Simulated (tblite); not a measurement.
C7H10ClN3.
Structure used (GFN2-xTB), in Å, numbered top down from 1:
```xyz
21
C7H10ClN3 angstrom
Cl     2.720   -1.689   -1.867
C      2.623   -0.605   -0.574
N      3.625   -0.141    0.112
N      3.118    0.682    1.042
C      1.828    0.703    0.905
N      1.435   -0.103   -0.121
C      0.102   -0.376   -0.596
C     -0.683    0.922   -0.886
C     -1.771    0.992    0.186
C     -2.099   -0.475    0.447
C     -0.724   -1.142    0.459
H      1.156    1.275    1.510
H      0.221   -0.969   -1.506
H     -1.140    0.855   -1.874
H     -0.029    1.793   -0.877
H     -2.635    1.565   -0.144
H     -1.384    1.453    1.096
H     -2.701   -0.872   -0.372
H     -2.638   -0.629    1.379
H     -0.261   -1.016    1.439
H     -0.771   -2.207    0.242
```

Level: GFN2-xTB in tblite, geometry and Hessian alike; calculated harmonic values, unscaled, isolated species. This tight-binding method is rough: wavenumbers can miss measured ones by several per cent, in bad cases by 10 to 20. One conformer, not necessarily the lowest.

Harmonic wavenumbers (cm⁻¹): 34.1, 52.3, 111.5, 148.0, 227.5, 252.1, 262.4, 414.5, 421.2, 468.0, 550.6, 635.3, 645.9, 669.1, 710.8, 810.8, 845.7, 872.0, 931.2, 948.9, 957.5, 978.8, 993.6, 1058.7, 1085.1, 1092.5, 1100.7, 1114.1, 1144.1, 1165.3, 1183.3, 1203.9, 1221.6, 1251.2, 1263.7, 1295.9, 1312.6, 1316.7, 1322.1, 1356.6, 1399.7, 1470.4, 1479.5, 1481.5, 1485.9, 1488.3, 1501.7, 2961.6, 2982.2, 2987.0, 2997.1, 3005.7, 3013.5, 3019.6, 3023.8, 3025.0, 3194.2.

A = 1721, B = 675.3, C = 552.3 MHz; mass 171.056 u (most abundant isotopes); point group C1, symmetry number 1.

Task: Zero-point energy?

Result: Half the sum of the wavenumbers: 36973 cm⁻¹ = 105.71 kcal/mol.

Task: Give the ideal-gas entropy at 400 K and 1 bar in the rigid-rotor, harmonic-oscillator model (classical rotation).

Result: Translation 42.80, rotation 31.47, vibration 38.47: S = 112.7 cal/(mol K).

Task: And Cp and H(400 K) − H(0)?

Result: Cp = 50.35 cal/(mol K), of which vibrations give 42.40 (their classical limit is 57 R = 113.3); H(400 K) − H(0) = 11.15 kcal/mol without the zero-point energy, 7.97 from vibrations.

Task: How do the functions run with temperature in this model?

Result: 
```
 T (K)  S (cal/(mol K))  Cp (cal/(mol K))  H − H(0) (kcal/mol)  G − H(0) (kcal/mol)  ln q(vib)
    50             61.7              13.1                 0.52                -2.57       0.78
   100             72.3              17.6                 1.29                -5.93       2.03
298.15             99.8              38.0                 6.65               -23.12       6.82
373.15            109.4              47.2                 9.84               -30.97       8.66
   500            125.2              61.0                16.74               -45.85      11.87
   750            153.8              80.0                34.57               -80.80      18.32
  1000            178.6              91.7                56.14              -122.43      24.57
```

q(vib) and H(0) count from the zero-point level.

Task: What must be added to the electronic energy to get the Gibbs energy at 400 K and 1 bar?

Result: ZPE + [H(400 K) − H(0)] − T·S = 105.71 + 11.15 − 45.10 = 71.76 kcal/mol.

Task: Which modes carry the vibrational entropy at 400 K?

Result: 34.1 cm⁻¹: 6.16; 52.3 cm⁻¹: 5.31; 111.5 cm⁻¹: 3.82; 148.0 cm⁻¹: 3.26; 227.5 cm⁻¹: 2.44; 252.1 cm⁻¹: 2.25 cal/(mol K); the other 51 give 15.24 together.

Task: Blend soft modes into free rotors: weight 1/[1 + (100 cm⁻¹/ν̃)⁴] for the oscillator and the rest for a rotor with moment μB/(μ + B), μ = h/(8π²ν), B = 10⁻⁴⁴ kg m². What vibrational entropy results?

Result: 34.75 cal/(mol K) in place of 38.47, which changes −T·S at 400 K by +1.49 kcal/mol.

Hindered rotation and anharmonicity are outside this model. Other conformers, if any are populated, would add a mixing term that is left out. The structure is chiral; the term R ln 2 for an equal mix with its mirror image is left out.
